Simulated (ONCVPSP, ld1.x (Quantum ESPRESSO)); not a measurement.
Potentials for Al (Z = 13) compared

Generated with ld1.x 7.5 (TM, RRKJ, ultrasoft, PAW), atompaw 4.2 or ONCVPSP 4.0.1. The cutoff is in Ry: for ld1.x and atompaw files where the sum of valence levels is converged to 10 mRy in a Bessel basis, for ONCV files where the hardest occupied wave has 1 mHa per electron of residual kinetic energy. The error is the largest all-electron minus pseudo excitation energy over each file’s own four to seven test configurations (ionisations up to +4, promotions, holes and added fractions of an electron), all of which were solved. The labels leave out finer settings (local radius, basis sizes, second energies), which also bear on the numbers. Spin-polarised tests are not counted. The rows are a selection from randomly drawn settings: files with unsolved tests, undetermined cutoffs or missed reference levels are left out.

| potential | cutoff (Ry) | largest error (meV) | bound ghosts |
| --- | --- | --- | --- |
| ONCV, LDA (Perdew-Wang 92), scalar-relativistic, rc 1.00/1.25/1.10 (spd), local smoothed, core correction no, reference 2s2 2p6 3s2 3p0.5, qcut 12/9.8/10, projectors 2/2/2 | 88 | +963 | none |
| ONCV, PBE, scalar-relativistic, rc 2.10/2.75 (sp), local smoothed, core correction yes, reference 3s2 3p1, qcut 4/2.4, projectors 1/2 | 11 | +46 | none |
| ONCV, PBE, scalar-relativistic, rc 1.45/1.55/1.30 (spd), local smoothed, core correction yes, reference 3s1, qcut 3.7/4.7/7.2, projectors 2/2/2 | 13 | +101 | none |
| ultrasoft, LDA (PZ), fully relativistic, rc 2.00/2.35 (sp), local smoothed, core correction yes, reference 3s1.5 3p0 | 6 | +2.4 | none |
| PAW, PW91, scalar-relativistic, rc 2.30/3.10/2.95 (spd), local smoothed, core correction yes, reference 3s1.75 3p1.25 | 6 | -17 | none |
| TM, LDA (PZ), non-relativistic, rc 1.60/1.80 (sp), local smoothed, core correction no, reference 3s2 3p1 | 21 | +93 | none |
| ultrasoft, PBEsol, non-relativistic, rc 2.35/3.25/3.25 (spd), local smoothed, core correction no, reference 3s2 3p1 | 6 | +20 | none |

Q: Fill in the row for Al: PAW, PBE, non-relativistic, rc 2.00/2.40/2.00 (spd), local smoothed, core correction yes, reference 3s2 3p0.5.

A: cutoff 8 Ry, largest error -15 meV, bound ghosts: none.
